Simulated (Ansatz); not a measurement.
The same atomization along the group O, S, Te.

Computed with Ansatz on PBE0-D4/def2-TZVP structures; ΔE is electronic, products minus reactants. CCSD(T)/CBS is the MP2 limit (def2-TZVPP, def2-QZVPP) plus CCSD(T) − MP2 in def2-TZVPP, frozen cores. This one scheme is used for every species, atoms too. DFT in def2-TZVPP. Open shells (•) are unrestricted, without spin–orbit coupling. Spin–orbit coupling would lower the free atoms: a little for C, O, S; strongly for Te. def2 core potentials past Kr. Bonds to Te are less sure, by a few kJ/mol each and by 10 to 20 or more in all where they break to atoms, as the def2 sets lack core-valence functions. One conformer a species, not always the lowest.

```
                       reaction  CCSD(T)/CBS(def2) (eV)
     `C=CCO` → 3 C• + 6 H• + O•                       ?
     `C=CCS` → 3 C• + 6 H• + S•                   39.74
`C=CC[TeH]` → 3 C• + 6 H• + Te•                   38.35
```

Fill in the missing values. (Estimate.)

Computed: `C=CCO` → 3 C• + 6 H• + O•: +41.52 eV.

Largest T1 diagnostic: 0.011, for `C=CC[TeH]`.

For atomizations the MP2-based limit and the directly extrapolated one differ by several kJ/mol either way, and by 10 to 25 for some Ge, Se and Sn compounds, so smaller differences from it don't rank the levels.
